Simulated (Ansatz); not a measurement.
Reaction (redistribution): `SB(Cl)Br` + `CC(C)O[SiH3]` → `CC(C)OB(S)Cl` + `[SiH3]Br`

Gas-phase electronic energies from Ansatz, PBE0-D4/def2-TZVP geometries. CCSD(T)/CBS adds triple-zeta CCSD(T) − MP2 to the extrapolated MP2 energy (def2 sets, frozen cores). DFT in def2-TZVPP. B3LYP here is the variant with VWN-RPA as its local correlation; programs differ in this. For Br outer-core shells are correlated without core-valence functions, which leaves a few kJ/mol of doubt a bond. Scalar relativity is left out up to krypton. Each species was taken in one conformer, which may not be the lowest.

```json
{"level": "PBE-D4", "ΔE (kJ/mol)": "-65.9", "difference from CCSD(T)/CBS": "-0.2"}
{"level": "r2SCAN-D4", "ΔE (kJ/mol)": "-67.6", "difference from CCSD(T)/CBS": "-1.9"}
{"level": "ωB97X-V", "ΔE (kJ/mol)": "-69.6", "difference from CCSD(T)/CBS": "-3.9"}
{"level": "PBE", "ΔE (kJ/mol)": "-66.6", "difference from CCSD(T)/CBS": "-0.9"}
{"level": "r2SCAN", "ΔE (kJ/mol)": "-67.1", "difference from CCSD(T)/CBS": "-1.4"}
{"level": "PBE0", "ΔE (kJ/mol)": "-69.7", "difference from CCSD(T)/CBS": "-4.0"}
{"level": "B3LYP", "ΔE (kJ/mol)": "-68.0", "difference from CCSD(T)/CBS": "-2.3"}
{"level": "MP2/def2-TZVPP", "ΔE (kJ/mol)": "-61.0", "difference from CCSD(T)/CBS": "4.7"}
{"level": "HF/CBS(def2)", "ΔE (kJ/mol)": "-75.0", "difference from CCSD(T)/CBS": "-9.3"}
{"level": "CCSD/CBS(def2)", "ΔE (kJ/mol)": "-67.1", "difference from CCSD(T)/CBS": "-1.4"}
{"level": "CCSD(T)/CBS", "ΔE (kJ/mol)": "-65.7", "difference from CCSD(T)/CBS": "0"}
```

Largest T1 diagnostic among the species: 0.012.

In def2-TZVPP, CCSD(T) changes the Hartree–Fock value by +10.5 kJ/mol (the triples alone add +1.4 kJ/mol) and MP2 by +14.2 kJ/mol. From PBE to PBE0 (25 % exact exchange), in def2-TZVPP and without D4, ΔE moves by −3.1 kJ/mol.
